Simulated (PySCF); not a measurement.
A calculated (r2SCAN, PySCF 2.14, aug-cc-pV(5+d)Z, no relativity, point nucleus) atom or ion has these occupied shells.

```csv
shell,electrons,orbital energy (eV),"rms radius, mean of both spins (bohr)"
1s α,1,-2115.7,0.121
1s β,1,-2115.5,0.121
2s α,1,-202.40,0.566
2s β,1,-202.36,0.566
2p α,3,-152.00,0.541
2p β,3,-151.77,0.541
3s β,1,-34.131,1.86
3p α,2,-25.676,2.11
```

Problem. Name the element and its charge.

Solution. P²⁺ (phosphorus, charge +2), in [Ne] 3s1 3p2, 3s spin antiparallel (an excited configuration).
